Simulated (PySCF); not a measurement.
PbI₂, SMILES [I][Pb][I] (connectivity only; charge and spin as stated), neutral, multiplicity 1. Atoms are numbered in the order given.

```xyz
3

Pb     0.0000     0.0000     1.0168
I      0.0000     2.2152    -0.7866
I      0.0000    -2.2152    -0.7866
```
Charge 0, spin multiplicity 1.

Geometry: B3LYP-D3(BJ)/def2-SVP. The isomer is the one that the SMILES or the coordinates give; other isomers of the formula were not compared. The def2 effective core potentials stand for the cores of I, Pb; spin–orbit coupling is left out.

Computed with B3LYP-D3(BJ)/def2-SVP run with PySCF.

Frequencies are harmonic and unscaled.

Task: Give all harmonic wavenumbers and intensities. (Estimate from the structure and the level; the computed values follow.)

Result: 
```csv
mode,ν (cm⁻¹),IR (km/mol),moving atoms (share of kinetic energy)
1,47,0.3,"I 80 %, Pb 20 %"
2,159,33.6,"I 58 %, Pb 42 %"
3,162,9.2,"I 65 %, Pb 35 %"
```
